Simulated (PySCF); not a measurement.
**Zr³⁺: interval between two levels**

Zr³⁺ [Kr] 4d1 [2D5/2, M_J = 5/2] → Zr³⁺ [Kr] 5s1 [2S1/2, M_J = 1/2], as a difference of total energies. All numbers are calculated (PySCF 2.14, the two-component X2C-1e Hamiltonian, in x2c-SVPall-2c with one added diffuse shell each of s, p, d type (7s9p7d1f, 76 functions)). Correlated levels: [Ar] 3d10 frozen; the 6 highest virtual spinors dropped. "Screened" scales the spin-orbit matrix elements by Boettger's factors to mimic the two-electron term; Breit and QED terms are absent.

| method | interval between two levels (cm⁻¹) |
| --- | --- |
| GHF (spin-free) | 43025 |
| GMP2 (spin-free) | 40536 |
| GHF (screened spin-orbit) | 42503 |
| GMP2 (screened spin-orbit) | 39995 |
